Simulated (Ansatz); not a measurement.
One change: `[O]=[Ta]([OH])([OH])[F]` becomes `[O]=[Ta]([OH])([OH])[Cl]`.

Ansatz, PBE0-D4/def2-TZVP geometries, multiplicity 1. Each molecule was computed in one conformer, which needn't be the lowest.

Elements past krypton have def2 core potentials.

```
                                          property  `[O]=[Ta]([OH])([OH])[F]`
size of the dipole moment (ωB97M-V/def2-TZVPP) / D                       2.26
               LUMO energy (B3LYP/def2-TZVPP) / eV                      -0.86
                 LUMO energy (PBE/def2-TZVPP) / eV                      -1.42
    size of the dipole moment (PBE/def2-TZVPP) / D                       2.20
                 HOMO energy (PBE/def2-TZVPP) / eV                      -7.90
                LUMO energy (PBE0/def2-TZVPP) / eV                      -0.53
```

Problem. Give the same properties after the change, and the shifts. (Estimate.)

Solution. The calculation gave: 
```
                                          property  `[O]=[Ta]([OH])([OH])[Cl]`  shift
size of the dipole moment (ωB97M-V/def2-TZVPP) / D                        5.20   2.94
               LUMO energy (B3LYP/def2-TZVPP) / eV                       -1.65  -0.79
                 LUMO energy (PBE/def2-TZVPP) / eV                       -2.25  -0.83
    size of the dipole moment (PBE/def2-TZVPP) / D                        4.95   2.75
                 HOMO energy (PBE/def2-TZVPP) / eV                       -7.49   0.41
                LUMO energy (PBE0/def2-TZVPP) / eV                       -1.41  -0.88
```

With PBE0 the HOMO rises by 0.46 eV and the LUMO falls by 0.88 eV, so the gap narrows by about 1.34 eV. PBE moves the HOMO by 0.41 eV and ωB97M-V by 0.57 eV. Dipoles are sizes alone; their direction can turn.

B3LYP here is the variant with VWN-RPA as its local correlation; programs differ in this.
